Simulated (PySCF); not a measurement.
These 2 structures share the formula C6H9FO2. Method: PBE0-D3(BJ)/def2-SVP geometry optimisation, gas phase (PySCF). Energies are electronic, without zero-point or thermal terms, for one conformer each. No frequencies were run at this level. Point groups hold within 0.08 Å.

Problem. Order them by energy at this level, lowest first, and give relative energies in kcal/mol.
A. `[CH2:1]=[CH:2][C@H:3]([CH2:4][F:5])[C:6](=[O:7])[O:8][CH3:9]` with C1–C2–C3–C4 -117°, C2–C3–C4–F5 178°, C2–C3–C6–O7 74°, C3–C6–O8–C9 178°
B. `[CH3:1][O:2][C@@:3]1([F:4])[CH:5]=[CH:6][O:7][CH2:8][CH2:9]1` with C1–O2–C3–F4 62°, O2–C3–C5–C6 141°, C5–C6–O7–C8 11°, C6–O7–C8–C9 -43°, O7–C8–C9–C3 60°

Solution. A (0.0), B (2.8).

As drawn, the lower has a C=O bond and a C(=O)–O unit, which the higher lacks.

| SMILES | E (Eh) | E rel (kcal/mol) | dipole (D) | point group | A, B, C (MHz) |
| --- | --- | --- | --- | --- | --- |
| C=C[C@H](CF)C(=O)OC | -483.44447 | 0.0 | 2.18 | C1 | 1802, 1293, 904.2 |
| CO[C@@]1(F)C=COCC1 | -483.43999 | 2.8 | 1.84 | C1 | 3245, 1245, 1141 |

Problem. As an exercise, what shares would exp(−E/RT) give at 298.15 K from these electronic energies alone (no entropy, no degeneracies)?

Solution. RT = 0.592 kcal/mol: C=C[C@H](CF)C(=O)OC 99.1 %, CO[C@@]1(F)C=COCC1 0.9 %.
